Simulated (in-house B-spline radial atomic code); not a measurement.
Ru⁸⁺. Computed with a B-spline radial atomic code. Model: all-electron spherical atom, spin shells full or empty, radial basis limit, no spin-orbit coupling: exact exchange with a local potential (Slater, KLI or optimised effective potential, whose far tail is KLI's), no correlation.

Exchange potential has not reached -1/r at the last radius.

The run also made RPA and GW results, which its time includes.

The Slater potential averages the orbital exchange potentials with the orbital densities as weights, KLI adds orbital constants, and the optimised effective potential minimises the exact-exchange energy among local potentials. So their energies lie above Hartree-Fock in the order OEP, KLI, Slater. All fall off as −1/r, unlike LDA and GGA exchange.

Command:
```bash
python run_gw.py task.json out
```
Settings (nuclear radius in fm, other lengths in bohr, energies in hartree):
```
Z                      44
electrons              36
configuration          [Ar] 3d10 4s2 4p6
hamiltonian            x2c
method                 slater
lmax                   9
rms_radius             4.4809
spin_polarised         False
box_radius             7.7
intervals              97
```

Run time, properties included: 8.4 s on 1 thread of Arm Neoverse N1, on a shared host.

Given: hamiltonian one-electron scalar X2C; mean-field start Slater potential.

Computed: energy above Hartree-Fock 301.8 millihartree.

```
radius (bohr)  r times exchange potential (hartree bohr)
      0.00114                                  -0.057048
       0.0014                                  -0.069953
      0.00172                                  -0.085758
      0.00212                                   -0.10537
      0.00261                                   -0.12916
      0.00322                                   -0.15837
      0.00397                                          ?
      0.00488                                   -0.23522
      0.00601                                          ?
      0.00741                                   -0.34377
      0.00912                                   -0.41073
       0.0112                                   -0.48508
       0.0138                                   -0.56719
        0.017                                   -0.65253
        0.021                                   -0.73685
       0.0258                                   -0.80912
       0.0318                                   -0.86218
       0.0392                                   -0.88659
       0.0483                                   -0.89428
       0.0595                                   -0.93235
       0.0732                                    -1.0352
       0.0902                                    -1.1821
        0.111                                     -1.321
        0.137                                    -1.4045
        0.168                                    -1.3973
        0.207                                    -1.3631
        0.255                                    -1.4717
        0.315                                    -1.6833
        0.387                                    -1.8329
        0.477                                    -1.8378
        0.588                                    -1.6553
        0.724                                    -1.4324
        0.891                                    -1.4403
          1.1                                    -1.4944
         1.35                                    -1.4677
         1.67                                    -1.3781
         2.05                                    -1.2811
```

Q: What belongs in the row 0.00397?

A: r times exchange potential (hartree bohr): -0.19361.

Q: What belongs in the row 0.00601?

A: r times exchange potential (hartree bohr): -0.28505.

```csv
occupied,level (hartree),Hartree-Fock level (hartree)
1s,-817.88,-822.17
2s,-123.62,-125.53
2p,-111.8,-112.75
3s,-26.71,-27.48
3p,-22.755,-23.159
3d,?,?
4s,-7.9734,-8.0371
4p,-6.7667,-6.5909
```

Q: What belongs in the row 3d?

A: level (hartree): -16.328; Hartree-Fock level (hartree): -16.191.

```
empty  level (hartree)
   4d           -4.927
   5s          -3.7151
   5p                ?
   4f          -3.1303
   5d          -2.6169
```

Q: What belongs in the row 5p?

A: level (hartree): -3.284.

The highest level, 4p, differs from Hartree-Fock by -4.8 eV and the deepest, 1s, by +117 eV: the Slater potential lacks the response part and is deeper than the optimised one throughout, so the top level comes too deep.
